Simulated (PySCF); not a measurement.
Potential energy curve for SMILES BO (H3BO), singlet. The B1–O4 bond (B1 also carries H, H; O4 carries H) is varied alone, starting from the PBE0/def2-TZVP optimised geometry.

Calculation: CCSD(T) on UHF/6-31G, 2 core orbitals frozen (PySCF 2.14.0).

Task: Relative to R = 1.38 Å, what are the energies at R = 1.00, 1.15, 1.26, 1.47 Å?

Result: 258.7 mEh at 1.00 Å, 69.5 mEh at 1.15 Å, 16.6 mEh at 1.26 Å, 3.2 mEh at 1.47 Å.

The unrestricted determinant behind UCCSD(T) is spin-contaminated at 2.24 to 4.70 Å (<S²> up to 1.0, against 0.00 for a pure singlet).
